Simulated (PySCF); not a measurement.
# TPSSh on Ho²⁺ (holmium, charge +2)

Configuration: [Xe] 4f11, one real determinant. All numbers are calculated (PySCF 2.14, the spin-free X2C one-electron Hamiltonian (Gaussian nucleus), in x2c-TZVPPall).

| Item | Value |
| --- | --- |
| Total energy | -12614.92 hartree |
| One-electron energy | -17252.78 hartree |
| Hartree (Coulomb) energy | 4911.73 hartree |
| Exchange-correlation energy | -273.88 hartree |
| ⟨S²⟩ | 3.7520 |
| ⟨L²⟩ | 34.010 |
| Sum of ⟨r⟩ | 35.69 bohr |
| Sum of ⟨r²⟩ | 37.36 bohr² |
| Traceless quadrupole moment −½Σ⟨3z² − r²⟩ along its main axis | 0.0618 e·bohr² |
| Langevin diamagnetic susceptibility | -29.6 ×10⁻⁶ cm³/mol |
| Time after the integrals | about 16 core-seconds |

```json
{"shell": "1s α", "electrons": "1", "mean orbital energy (hartree)": "-2037.61501", "spread (hartree)": "0", "rms radius, mean of both spins (bohr)": "0.0236"}
{"shell": "1s β", "electrons": "1", "mean orbital energy (hartree)": "-2037.61474", "spread (hartree)": "0", "rms radius, mean of both spins (bohr)": "0.0236"}
{"shell": "2s α", "electrons": "1", "mean orbital energy (hartree)": "-341.70323", "spread (hartree)": "0", "rms radius, mean of both spins (bohr)": "0.0953"}
{"shell": "2s β", "electrons": "1", "mean orbital energy (hartree)": "-341.70252", "spread (hartree)": "0", "rms radius, mean of both spins (bohr)": "0.0953"}
{"shell": "2p α", "electrons": "3", "mean orbital energy (hartree)": "-303.35020", "spread (hartree)": "0.00232", "rms radius, mean of both spins (bohr)": "0.0858"}
{"shell": "2p β", "electrons": "3", "mean orbital energy (hartree)": "-303.34941", "spread (hartree)": "0.00226", "rms radius, mean of both spins (bohr)": "0.0858"}
{"shell": "3s α", "electrons": "1", "mean orbital energy (hartree)": "-77.01009", "spread (hartree)": "0", "rms radius, mean of both spins (bohr)": "0.245"}
{"shell": "3s β", "electrons": "1", "mean orbital energy (hartree)": "-76.96953", "spread (hartree)": "0", "rms radius, mean of both spins (bohr)": "0.245"}
{"shell": "3p α", "electrons": "3", "mean orbital energy (hartree)": "-65.19661", "spread (hartree)": "0.01315", "rms radius, mean of both spins (bohr)": "0.246"}
{"shell": "3p β", "electrons": "3", "mean orbital energy (hartree)": "-65.15314", "spread (hartree)": "0.01006", "rms radius, mean of both spins (bohr)": "0.246"}
{"shell": "3d α", "electrons": "5", "mean orbital energy (hartree)": "-49.87849", "spread (hartree)": "0.01661", "rms radius, mean of both spins (bohr)": "0.225"}
{"shell": "3d β", "electrons": "5", "mean orbital energy (hartree)": "-49.83972", "spread (hartree)": "0.00792", "rms radius, mean of both spins (bohr)": "0.225"}
{"shell": "4s α", "electrons": "1", "mean orbital energy (hartree)": "-15.78298", "spread (hartree)": "0", "rms radius, mean of both spins (bohr)": "0.552"}
{"shell": "4s β", "electrons": "1", "mean orbital energy (hartree)": "-15.67550", "spread (hartree)": "0", "rms radius, mean of both spins (bohr)": "0.552"}
{"shell": "4p α", "electrons": "3", "mean orbital energy (hartree)": "-11.87357", "spread (hartree)": "0.02088", "rms radius, mean of both spins (bohr)": "0.586"}
{"shell": "4p β", "electrons": "3", "mean orbital energy (hartree)": "-11.76302", "spread (hartree)": "0.01319", "rms radius, mean of both spins (bohr)": "0.586"}
{"shell": "4d α", "electrons": "5", "mean orbital energy (hartree)": "-6.49910", "spread (hartree)": "0.03313", "rms radius, mean of both spins (bohr)": "0.644"}
{"shell": "4d β", "electrons": "5", "mean orbital energy (hartree)": "-6.38003", "spread (hartree)": "0.01224", "rms radius, mean of both spins (bohr)": "0.644"}
{"shell": "5s α", "electrons": "1", "mean orbital energy (hartree)": "-2.43879", "spread (hartree)": "0", "rms radius, mean of both spins (bohr)": "1.36"}
{"shell": "5s β", "electrons": "1", "mean orbital energy (hartree)": "-2.38742", "spread (hartree)": "0", "rms radius, mean of both spins (bohr)": "1.36"}
{"shell": "5p α", "electrons": "3", "mean orbital energy (hartree)": "-1.51671", "spread (hartree)": "0.00807", "rms radius, mean of both spins (bohr)": "1.61"}
{"shell": "5p β", "electrons": "3", "mean orbital energy (hartree)": "-1.47902", "spread (hartree)": "0.00544", "rms radius, mean of both spins (bohr)": "1.61"}
{"shell": "4f α", "electrons": "7", "mean orbital energy (hartree)": "-0.69485", "spread (hartree)": "0.04651", "rms radius, mean of both spins (bohr)": "0.962"}
{"shell": "4f β", "electrons": "4", "mean orbital energy (hartree)": "-0.62761", "spread (hartree)": "0.04059", "rms radius, mean of both spins (bohr)": "0.962"}
```

⟨L²⟩ = 34.01 against 42 for a pure I term, so this real determinant mixes terms. Spin-orbit coupling, absent here, splits the open shell strongly.

Densities and radii are taken from the X2C orbitals without a picture-change correction, which distorts them close to the nucleus.
